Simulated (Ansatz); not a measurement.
This geometry of CH$_{7}$BNSi (11 atoms, charge 1, multiplicity 1) is a first-order saddle point.

Theory: RKS PBE/cc-pVDZ in Ansatz 0.2.0.

```xyz
11
Properties=species:S:1:pos:R:3
Si -0.979 1.315 0.249
N 0.445 0.032 0.306
B 0.265 -1.465 0.433
C 0.789 -0.922 -0.875
H -1.326 1.344 -1.207
H -0.327 2.553 0.777
H -2.043 0.737 1.126
H 1.273 0.403 0.804
H -0.097 -2.246 1.258
H 1.865 -0.972 -1.118
H 0.135 -0.779 -1.753
```

(1) Which two structures does it join? (They come from a converged band through this point; their orientation in space is the band's.)

(2) How far does it lie above each of them?

Answers

(1) No bond is made or broken. The dihedral H6–Si1–N2–C4 goes from 167 to -72°. The two ends are copies of one structure, up to a mirror image or an exchange of like atoms.

Initial state:

```xyz
11
Properties=species:S:1:pos:R:3
Si -0.874 1.395 0.038
N 0.532 0.110 0.100
B 0.457 -1.203 0.845
C 0.453 -1.242 -0.666
H -0.777 1.958 -1.345
H -0.529 2.335 1.149
H -2.084 0.547 0.278
H 1.469 0.551 0.096
H 0.463 -1.587 1.974
H 1.368 -1.500 -1.226
H -0.479 -1.364 -1.245
```

Final state:

```xyz
11
Properties=species:S:1:pos:R:3
Si -1.034 1.232 0.354
N 0.370 -0.057 0.408
B 0.194 -1.525 0.093
C 0.973 -0.676 -0.886
H -1.989 0.612 -0.617
H -0.358 2.469 -0.146
H -1.512 1.279 1.771
H 1.064 0.146 1.149
H -0.302 -2.488 0.591
H 2.076 -0.705 -0.904
H 0.517 -0.286 -1.813
```

(2) 4.3 kJ/mol above the first and 4.3 kJ/mol above the second. This is the barrier of this one path; another mechanism may lie lower. Limits of this set-up: the dipole of an ion depends on the origin.

The run took 47 s on 2 threads of Intel(R) Xeon(R) Platinum 8488C (Sapphire Rapids), on a shared host, peak memory 0.16 GiB.
